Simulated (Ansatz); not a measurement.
Cost and result for the atomization energy of GaH₆NSi, SMILES `[NH2][GaH][SiH3]` (9 atoms, 8 bonds).

Z-matrix (Å, degrees):
```
Si
Ga 1 2.403
H 1 1.490 2 111.0
H 1 1.490 2 111.8 3 -120.4
H 1 1.490 2 111.0 3 119.2
N 2 1.817 1 117.0 3 120.3
H 2 1.567 1 127.6 3 -59.7
H 6 1.006 2 124.0 1 -0.0
H 6 1.006 2 124.1 1 -180.0
```

Total charge 0; spin multiplicity 1. Correlated methods include outer-core shells of Ga, which these sets cover unevenly. Scalar relativity is left out up to krypton. The geometry is a stationary point of PBE0-D4/def2-TZVP. It is one conformer, not always the lowest. Program: Ansatz. All runs use 2 threads of an Arm Neoverse V2 on a shared host. Times are those of one run each, without the atoms' runs, and a repeat can differ threefold. Electronic energies, without spin–orbit coupling; frozen cores. CCSD(T)/CBS adds CCSD(T) − MP2 in def2-TZVPP to the MP2 limit, and its time is that of the two runs behind it. T1 = 0.015. With those shells the extrapolation isn't a true limit. B3LYP takes the VWN-RPA correlation (the form of Gaussian; ORCA's B3LYP/G). HSE06 is the plane-wave form, built on full-range PBE exchange.

CCSD(T)/CBS is a level of theory with its own doubt, some kJ/mol a heavy atom from the limit and from the frozen cores, so smaller differences don't rank the functionals.

| level | functions | wall time |
| --- | --- | --- |
| revPBE-D4/def2-TZVPP | 205 | 2.5 s |
| PBE0-D4/def2-TZVPP | 205 | 3.7 s |
| HSE06-D4/def2-TZVPP | 205 | 3.9 s |
| BHLYP-D4/def2-TZVPP | 205 | 3.9 s |
| CAM-B3LYP-D4/def2-TZVPP | 205 | 4.3 s |
| CCSD(T)/def2-SVP | 94 | 4.3 s |
| B3LYP-D4/def2-TZVPP (with forces) | 205 | 5.5 s |
| r2SCAN-D4/def2-TZVPP (with forces) | 205 | 6 s |
| ωB97X-V/def2-TZVPP | 205 | 9.5 s |
| B97M-V/def2-TZVPP | 205 | 12 s |
| MP2/def2-QZVPP | 396 | 23 s |
| CCSD(T)/def2-TZVPP | 205 | 94 s |
| CCSD(T)/CBS(def2) | – | 120 s |

Task: What atomization energy does each give, and how far from CCSD(T)/CBS? (Best estimate.)

Result: The calculation gave: 
```
                             level  atomization (kJ/mol)  difference from CCSD(T)/CBS  per bond
              revPBE-D4/def2-TZVPP                2498.9                        -72.3      -9.0
                PBE0-D4/def2-TZVPP                2524.4                        -46.8      -5.9
               HSE06-D4/def2-TZVPP                2525.3                        -45.9      -5.7
               BHLYP-D4/def2-TZVPP                2506.3                        -64.9      -8.1
           CAM-B3LYP-D4/def2-TZVPP                2569.3                         -1.9      -0.2
                  CCSD(T)/def2-SVP                2381.2                       -190.0     -23.8
 B3LYP-D4/def2-TZVPP (with forces)                2553.8                        -17.4      -2.2
r2SCAN-D4/def2-TZVPP (with forces)                2551.3                        -19.9      -2.5
                ωB97X-V/def2-TZVPP                2581.1                          9.9       1.2
                 B97M-V/def2-TZVPP                2568.7                         -2.5      -0.3
                    MP2/def2-QZVPP                2529.7                        -41.5      -5.2
                CCSD(T)/def2-TZVPP                2504.5                        -66.7      -8.3
                 CCSD(T)/CBS(def2)                2571.2                          0.0       0.0
```

The D4 term adds +26.0 kJ/mol with B3LYP and +13.6 kJ/mol with PBE0; it sums over pairs of atoms, weighted by their polarisabilities, and B3LYP, whose exchange is more repulsive, gets the larger term. From PBE to PBE0 (25 % exact exchange), in def2-TZVPP and without D4, the atomization energy moves by −22.2 kJ/mol: exact exchange takes away binding that semilocal exchange gives to molecules. At CCSD(T), def2-SVP lies −190.1 kJ/mol from the extrapolated value and def2-TZVPP −66.7 kJ/mol: correlation converges slowly with the basis, and small sets miss more of it in the bonded molecule than in its fragments.
